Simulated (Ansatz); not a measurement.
`F[Si](F)(F)F` + CH₃NH₂ → `CN[Si](F)(F)F` + H–F at 700 K and 1 bar (ligand exchange at the Si–F bond).

Isolated molecules relaxed with PBE0-D4/def2-TZVP in Ansatz; ΔE leaves out vibrations. CCSD(T)/CBS is the MP2 limit (def2-TZVPP, def2-QZVPP) plus CCSD(T) − MP2 in def2-TZVPP, frozen cores. This one scheme is used for every species. Each species was taken in one conformer, which may not be the lowest.

```tsv
species	CCSD(T)/CBS energy (Eh)	H − E (kJ/mol)	S (J/(mol·K))
`F[Si](F)(F)F`	-688.53452	84.2	357.6
CH₃NH₂	-95.75281	207.6	296.6
`CN[Si](F)(F)F`	-683.86577	248.2	479.2
H–F	-100.39570	45.2	198.5
```

H − E and S are ideal-gas, rigid-rotor, harmonic terms from PBE0-D4/def2-TZVP, for one conformer and one mirror image of each species. 1 Eh = 2625.50 kJ/mol, R = 8.31446 J/(mol·K).

Problem. By hand: ΔE, ΔH, ΔS and ΔG.

Solution. ΔE = (-683.86577) + (-100.39570) − (-688.53452) − (-95.75281) = 0.02586 Eh = 67.9 kJ/mol. Δ(H − E) = 248.2 + 45.2 − 84.2 − 207.6 = 1.6, so ΔH = 69.5 kJ/mol. ΔS = 479.2 + 198.5 − 357.6 − 296.6 = 23.5 J/(mol·K). ΔG = 69.5 − 700 × (23.5)/1000 = 53.0 kJ/mol.

Problem. By hand: the equilibrium constant, and the temperature at which ΔG would vanish if ΔH and ΔS stayed fixed.

Solution. log₁₀ K = −ΔG/(RT ln 10) = -4.0. ΔG = 0 at ΔH/ΔS = 2957 K, far beyond where these terms or the molecules hold.

ΔH outweighs TΔS. A doubt of 5 kJ/mol in ΔE shifts log₁₀ K by 0.4 here. Other conformers and mirror images would add mixing entropy, several J/(mol·K) or more a flexible species. Modes under 60 cm⁻¹, often nearly free rotors, make the harmonic entropy too high. These are equilibria of isolated gas molecules and say nothing of rates. Largest T1 diagnostic: 0.011 (customary marks: 0.02 for closed shells, 0.045 for open ones).
